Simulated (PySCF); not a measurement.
PySCF input file for Si(H)2(NHSiH3)(Me) (CH₉NSi₂), SMILES C[SiH2]N[SiH3], TDA-PBE/def2-SVPD. Coordinates come from a PBE0-D3(BJ)/def2-SVP optimisation. Other conformers were not sampled.

```python
import numpy as np
from pyscf import gto, scf, dft, tdscf

mol = gto.M(
    atom='''
    Si    0.56923022    1.25712225   -0.00000000
    C    -1.28362059    1.53120708    0.00000001
    N     0.87207510   -0.46167176    0.00000000
    Si   -0.26898909   -1.77478409   -0.00000000
    H     1.18490165    1.90878092    1.20159680
    H     1.18490164    1.90878092   -1.20159680
    H    -1.75372464    1.09053137   -0.89292314
    H    -1.75372464    1.09053136    0.89292314
    H    -1.50580567    2.60948725   -0.00000001
    H     1.84648181   -0.74884353    0.00000000
    H    -1.16226396   -1.76068902   -1.20157999
    H    -1.16226396   -1.76068902    1.20157999
    H     0.51531973   -3.04616468    0.00000000
    ''',
    basis='def2-SVPD',
    charge=0,
    spin=0,
    symmetry=True,
    max_memory=1600,
    verbose=4,
)
mf = dft.RKS(mol, xc='pbe').density_fit(auxbasis='def2-universal-jkfit')
mf.grids.level = 3
mf.conv_tol = 1e-9
mf.max_cycle = 100
mf.kernel()
mf.grids = dft.Grids(mol).set(level=1).build(with_non0tab=True)  # coarser grid for the response kernel
td = tdscf.TDA(mf)
td.singlet = True
td.nstates = 10
td.conv_tol = 1e-4
td.positive_eig_threshold = 1e-6
td.kernel(x0=td.get_init_guess(mf, 15))
td.analyze()
tt = tdscf.TDA(mf)
tt.singlet = False
tt.nstates = 4
tt.conv_tol = 1e-4
tt.positive_eig_threshold = 1e-6
tt.kernel(x0=tt.get_init_guess(mf, 9))
tt.analyze(verbose=3)
```

Log of the run:

```
PySCF version 2.14.0

[INPUT] verbose = 4
[INPUT] num. atoms = 13
[INPUT] num. electrons = 50
[INPUT] charge = 0
[INPUT] spin (= nelec alpha-beta = 2S) = 0
[INPUT] symmetry True subgroup None
[INPUT] Mole.unit = angstrom
[INPUT] Symbol           X                Y                Z      unit          X                Y                Z       unit  Magmom
[INPUT]  1 Si     0.569230220000   1.257122250000   0.000000000000 AA    1.075689217626   2.375616757597   0.000000000000 Bohr   0.0
[INPUT]  2 C     -1.283620590000   1.531207080000   0.000000010000 AA   -2.425691362953   2.893562021195   0.000000018897 Bohr   0.0
[INPUT]  3 N      0.872075100000  -0.461671760000   0.000000000000 AA    1.647983099053  -0.872433185846   0.000000000000 Bohr   0.0
[INPUT]  4 Si    -0.268989090000  -1.774784090000   0.000000000000 AA   -0.508315710596  -3.353855860335   0.000000000000 Bohr   0.0
[INPUT]  5 H      1.184901650000   1.908780920000   1.201596800000 AA    2.239139603045   3.607073170595   2.270688864154 Bohr   0.0
[INPUT]  6 H      1.184901640000   1.908780920000  -1.201596800000 AA    2.239139584148   3.607073170595  -2.270688864154 Bohr   0.0
[INPUT]  7 H     -1.753724640000   1.090531370000  -0.892923140000 AA   -3.314059267501   2.060805619547  -1.687380184887 Bohr   0.0
[INPUT]  8 H     -1.753724640000   1.090531360000   0.892923140000 AA   -3.314059267501   2.060805600649   1.687380184887 Bohr   0.0
[INPUT]  9 H     -1.505805670000   2.609487250000  -0.000000010000 AA   -2.845560313117   4.931216228044  -0.000000018897 Bohr   0.0
[INPUT] 10 H      1.846481810000  -0.748843530000   0.000000000000 AA    3.489344914891  -1.415109181853   0.000000000000 Bohr   0.0
[INPUT] 11 H     -1.162263960000  -1.760689020000  -1.201579990000 AA   -2.196360568852  -3.327220038329  -2.270657097858 Bohr   0.0
[INPUT] 12 H     -1.162263960000  -1.760689020000   1.201579990000 AA   -2.196360568852  -3.327220038329   2.270657097858 Bohr   0.0
[INPUT] 13 H      0.515319730000  -3.046164680000   0.000000000000 AA    0.973813156285  -5.756416975523   0.000000000000 Bohr   0.0

nuclear repulsion = 225.893712417671
point group symmetry = Cs
symmetry origin: [-2.26767131e-09 -1.13383571e-09  1.88972613e-09]
symmetry axis x: [ 1.00000000e+00  7.96026494e-10 -1.61146600e-09]
symmetry axis y: [ 7.96026493e-10 -1.00000000e+00 -5.31653403e-10]
symmetry axis z: [ 1.6114660e-09 -5.3165316e-10  1.0000000e+00]
num. orbitals of irrep A' = 104
num. orbitals of irrep A" = 56
number of shells = 72
number of NR pGTOs = 234
number of NR cGTOs = 160
basis = def2-SVPD
ecp = {}


[settings echo left out]
init E= -676.472362915564
HOMO (A") = -0.299954952826983  LUMO (A') = -0.0569706623122479  gap/eV = 6.61194
cycle= 1 E= -676.517832912362  delta_E= -0.0455  |g|= 0.623  |ddm|= 4.27
HOMO (A") = -0.120824337892651  LUMO (A') = 0.00037044630827987  gap/eV = 3.29788
cycle= 2 E= -676.274319513566  delta_E= 0.244  |g|= 1.16  |ddm|=  1.7
HOMO (A") = -0.230743784152408  LUMO (A') = -0.0258670025538326  gap/eV = 5.57498
cycle= 3 E= -676.605138226903  delta_E= -0.331  |g|= 0.157  |ddm|= 1.19
HOMO (A") = -0.216875832695947  LUMO (A') = -0.0219082275207865  gap/eV = 5.30534
cycle= 4 E= -676.611111773128  delta_E= -0.00597  |g|= 0.0588  |ddm|= 0.242
HOMO (A") = -0.220251924235153  LUMO (A') = -0.0228433233008767  gap/eV = 5.37176
cycle= 5 E= -676.612000558597  delta_E= -0.000889  |g|= 0.01  |ddm|= 0.0752
HOMO (A") = -0.220618248348378  LUMO (A') = -0.0232821424257219  gap/eV = 5.36979
cycle= 6 E= -676.612033904607  delta_E= -3.33e-05  |g|= 0.00274  |ddm|= 0.0224
HOMO (A") = -0.220328517238465  LUMO (A') = -0.0230771165719124  gap/eV = 5.36748
cycle= 7 E= -676.612036497238  delta_E= -2.59e-06  |g|= 0.00038  |ddm|= 0.00502
HOMO (A") = -0.220309330576843  LUMO (A') = -0.0230640927428571  gap/eV = 5.36732
cycle= 8 E= -676.612036548878  delta_E= -5.16e-08  |g|= 7.96e-05  |ddm|= 0.000877
HOMO (A") = -0.220320103749108  LUMO (A') = -0.0230715181240808  gap/eV = 5.36741
cycle= 9 E= -676.612036551155  delta_E= -2.28e-09  |g|= 2.05e-05  |ddm|= 0.000209
HOMO (A") = -0.220321048061985  LUMO (A') = -0.0230713917746028  gap/eV = 5.36744
cycle= 10 E= -676.612036551308  delta_E= -1.53e-10  |g|= 4.84e-06  |ddm|= 4.77e-05
HOMO (A") = -0.220320842457725  LUMO (A') = -0.0230715532173464  gap/eV = 5.36743
Extra cycle  E= -676.612036551303  delta_E= 5e-12  |g|= 5.51e-06  |ddm|= 1.78e-05
converged SCF energy = -676.612036551303
tot grids = 45376
Overwritten attributes  positive_eig_threshold  of <class 'pyscf.tdscf.rks.TDA'>


******** <class 'pyscf.tdscf.rks.TDA'> for <class 'pyscf.df.df_jk.DFSymAdaptedRKS'> ********
nstates = 10 singlet
deg_eia_thresh = 1.000e-03
wfnsym = None
conv_tol = 0.0001
eigh lindep = 1e-12
eigh level_shift = 0
eigh max_cycle = 100


Excitation energies (eV)
[5.46145615 5.80015317 6.35866746 6.53798277 6.76141594 6.85398915
 7.19342257 7.21402609 7.41914475 7.57489467]

** Singlet excitation energies and oscillator strengths **
Excited State   1:   A"      5.46146 eV    227.02 nm  f=0.0017
      25 -> 26       -0.69618
      25 -> 27       -0.11243
Excited State   2:   A"      5.80015 eV    213.76 nm  f=0.0153
      25 -> 26       -0.10846
      25 -> 27        0.69607
Excited State   3:   A"      6.35867 eV    194.98 nm  f=0.0026
      25 -> 28       -0.70183
Excited State   4:   A"      6.53798 eV    189.64 nm  f=0.0050
      25 -> 29        0.70293
Excited State   5:   A"      6.76142 eV    183.37 nm  f=0.0076
      25 -> 31        0.70263
Excited State   6:   A'      6.85399 eV    180.89 nm  f=0.0641
      25 -> 30        0.69946
Excited State   7:   A"      7.19342 eV    172.36 nm  f=0.0021
      25 -> 32        0.70132
Excited State   8:   A'      7.21403 eV    171.87 nm  f=0.0007
      24 -> 26       -0.70511
Excited State   9:   A"      7.41914 eV    167.11 nm  f=0.0027
      23 -> 26        0.70284
Excited State  10:   A"      7.57489 eV    163.68 nm  f=0.0013
      23 -> 27       -0.11352
      25 -> 33       -0.69239

** Transition electric dipole moments (AU) **
state          X           Y           Z        Dip. S.      Osc.
  1        -0.0000     -0.0000      0.1125      0.0127      0.0017
  2        -0.0000      0.0000      0.3279      0.1075      0.0153
  3        -0.0000     -0.0000      0.1302      0.0170      0.0026
  4        -0.0000      0.0000     -0.1764      0.0311      0.0050
  5         0.0000      0.0000      0.2148      0.0461      0.0076
  6         0.2807      0.5505     -0.0000      0.3818      0.0641
  7         0.0000     -0.0000      0.1081      0.0117      0.0021
  8         0.0015     -0.0630      0.0000      0.0040      0.0007
  9        -0.0000      0.0000      0.1215      0.0148      0.0027
 10        -0.0000     -0.0000      0.0823      0.0068      0.0013

** Transition velocity dipole moments (imaginary part, AU) **
state          X           Y           Z        Dip. S.      Osc.
  1        -0.0000      0.0000      0.0234      0.0005      0.0018
  2        -0.0000     -0.0000      0.0578      0.0033      0.0105
  3         0.0000     -0.0000      0.0319      0.0010      0.0029
  4        -0.0000     -0.0000     -0.0411      0.0017      0.0047
  5        -0.0000     -0.0000      0.0516      0.0027      0.0071
  6         0.0344      0.0961     -0.0000      0.0104      0.0276
  7         0.0000      0.0000      0.0347      0.0012      0.0030
  8        -0.0124     -0.0176      0.0000      0.0005      0.0012
  9         0.0000     -0.0000      0.0286      0.0008      0.0020
 10         0.0000      0.0000      0.0140      0.0002      0.0005

** Transition magnetic dipole moments (imaginary part, AU) **
state          X           Y           Z
  1         0.0081      0.4797     -0.0000
  2         0.2307      0.4748     -0.0000
  3        -0.2580     -0.3690      0.0000
  4         0.2269     -0.0064     -0.0000
  5        -0.7278      0.0325     -0.0000
  6        -0.0000     -0.0000     -0.9938
  7         0.9166     -0.5780      0.0000
  8        -0.0000      0.0000      0.6343
  9        -1.2128      0.4651      0.0000
 10        -0.1896      0.1189      0.0000


******** <class 'pyscf.tdscf.rks.TDA'> for <class 'pyscf.df.df_jk.DFSymAdaptedRKS'> ********
nstates = 4 triplet
deg_eia_thresh = 1.000e-03
wfnsym = None
conv_tol = 0.0001
eigh lindep = 1e-12
eigh level_shift = 0
eigh max_cycle = 100


Excitation energies (eV)
[5.19760641 5.67248119 6.18071567 6.41452724]

** Triplet excitation energies and oscillator strengths **
Excited State   1:   A"      5.19761 eV    238.54 nm  f=0.0000
Excited State   2:   A"      5.67248 eV    218.57 nm  f=0.0000
Excited State   3:   A"      6.18072 eV    200.60 nm  f=0.0000
Excited State   4:   A"      6.41453 eV    193.29 nm  f=0.0000
```

Self-consistency was reached.
